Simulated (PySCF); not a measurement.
Input for PySCF: R-MP2/6-31G* on N2 (SMILES N#N).

```python
from pyscf import gto, scf, dft, mp
from pyscf.data.elements import chemcore

mol = gto.M(
    atom='''
    N    -0.21362157   -0.07656925   -1.11253120
    N    -0.50001753    0.37811009   -0.16328979
    ''',
    basis='6-31g*',
    cart=True,
    charge=0, spin=0, verbose=3, max_memory=1800)
mf = scf.RHF(mol)
mf.conv_tol = 1e-8
mf.max_cycle = 100
mf.kernel()
if not mf.converged:
    mf = mf.newton().run(mf.mo_coeff, mf.mo_occ)
pt = mp.MP2(mf, frozen=chemcore(mol)).run()
```

**Question.** Predict the final total energy.

**Answer.** -109.2513 hartree.
